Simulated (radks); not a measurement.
Charge is removed step by step from the 4p (averaged over the sub-levels emptied) level of Pt+, starting from [Xe] 4f14 5d9. Method: Dirac Kohn-Sham, BLYP, spin-unpolarised, spherical densities, finite nucleus; open shells are shared between the two j in proportion to 2j + 1; Fermi nuclear charge, rms radius 5.427 fm; computed with a radial shooting solver on a logarithmic mesh with Libxc functionals.

removed (e)  E - E(0) (eV)  eigenvalue (eV)  E minus straight line (eV)
0                    0.000          -532.49                       0.000
0.1                 53.376          -535.04                      -1.191
0.2                 107.01          -537.63                      -2.124
0.3                 160.90          -540.25                      -2.797
0.4                 215.06          -542.89                      -3.208
0.5                 269.48          -545.56                      -3.353
0.6                 324.17          -548.26                      -3.229
0.7                 379.13          -550.98                      -2.834
0.8                 434.37          -553.73                      -2.166
0.9                 489.88          -556.50                      -1.222
1                   545.67          -559.29                       0.000

Removing the whole electron costs 545.67 eV by Delta-SCF, against 532.49 eV from minus the eigenvalue at the starting occupation. Slater's transition state (half an electron removed) gives 545.56 eV. Integrating minus the eigenvalue over the occupation (Janak's theorem) gives 545.67 eV. The mean slope of the eigenvalue, de/dn, is 26.8 eV per electron.
